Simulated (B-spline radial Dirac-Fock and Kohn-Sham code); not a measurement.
Method: ΔSCF Dirac-Fock with Breit, self-energy and vacuum polarisation, finite nucleus, configuration average. Computed with a radial B-spline solver. Free neutral atoms.

Problem. Order these X-ray lines by photon energy, lowest first.
A. Rh Lγ3
B. Ca Kα2
C. Kr Lγ5
D. Mo Lγ3
E. Rh Lβ7
F. I Lα2

Solution. C (1701.2 eV), D (2835.9 eV), E (3007.6 eV), A (3368.5 eV), B (3687.0 eV), F (3927.0 eV).
